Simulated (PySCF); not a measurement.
# Ionisation energy of Ti(2+) by level of theory

Ti(2+) [Ar] 3d2 [3d3/2^2, M_J = 2] → Ti(3+) [Ar] 3d1 [3d3/2^1, M_J = 3/2], as a difference of total energies. All numbers are calculated (PySCF 2.14, the two-component X2C-1e Hamiltonian, in x2c-SVPall-2c (5s5p3d1f, 42 functions)). Correlated levels: [Ne] frozen; the 6 highest virtual spinors dropped. "Screened" scales the spin-orbit matrix elements by Boettger's factors to mimic the two-electron term; Breit and QED terms are absent.

```json
{"method": "GHF (spin-free)", "ionisation energy (eV)": "26.854", "error (eV)": "-0.638"}
{"method": "GMP2 (spin-free)", "ionisation energy (eV)": "26.914", "error (eV)": "-0.578"}
{"method": "GHF (screened spin-orbit)", "ionisation energy (eV)": "26.852", "error (eV)": "-0.640"}
{"method": "GMP2 (screened spin-orbit)", "ionisation energy (eV)": "26.908", "error (eV)": "-0.584"}
```

Reference: 27.492 eV (measured; NIST Atomic Spectra Database, ionization energies).

Errors of the correlated levels include the incompleteness of this basis and the frozen core.

The labels give the starting determinants; with spin-orbit coupling the two ends relaxed to ⟨J²⟩ = 7.86, ⟨L²⟩ = 12.00, ⟨S²⟩ = 2.00 and ⟨J²⟩ = 3.90, ⟨L²⟩ = 6.01, ⟨S²⟩ = 0.75.

The determinant of Ti(2+) mixes levels of different J (the jj label is only the starting occupation), so the difference between spin-free and spin-orbit rows is not the physical spin-orbit shift.
